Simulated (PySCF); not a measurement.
# Working out the excitation energy of S+

S+ [Ne] 3s2 3p3 (4S) → S+ [Ne] 3s2 3p2 4s1 (4P). All numbers are calculated (PySCF 2.14, the non-relativistic Hamiltonian (point nucleus), in dyall-av2z (13s9p2d, 50 functions)). Frozen: [Ne]; the 16 highest virtual orbitals dropped. Energies in hartree (1 hartree = 27.21139 eV):

```json
{"part": "UHF", "S+ (lower)": "-397.159988", "S+ (upper)": "-396.667086"}
{"part": "MP2 opposite-spin", "S+ (lower)": "-0.052999", "S+ (upper)": "-0.052058"}
{"part": "MP2 same-spin", "S+ (lower)": "-0.020152", "S+ (upper)": "-0.015624"}
```

Question: What does Hartree-Fock give?

Answer: (-396.667086) − (-397.159988) = 0.492902 hartree = 13.413 eV.

Question: What do MP2 and SCS-MP2 (6/5 opposite-spin, 1/3 same-spin) give?

Answer: The opposite-spin parts differ by 0.026 eV and the same-spin parts by 0.123 eV. MP2: 13.413 + (0.026) + (0.123) = 13.562 eV. SCS-MP2: 13.413 + 1.2 × (0.026) + (0.123)/3 = 13.485 eV.

Measured between the centres of the two terms (NIST): 13.639 eV, so MP2 (valence) is off by -0.077 eV.

A double-zeta basis recovers only part of the correlation energy.

What remains against the reference includes basis incompleteness, the frozen core and correlation beyond second order.
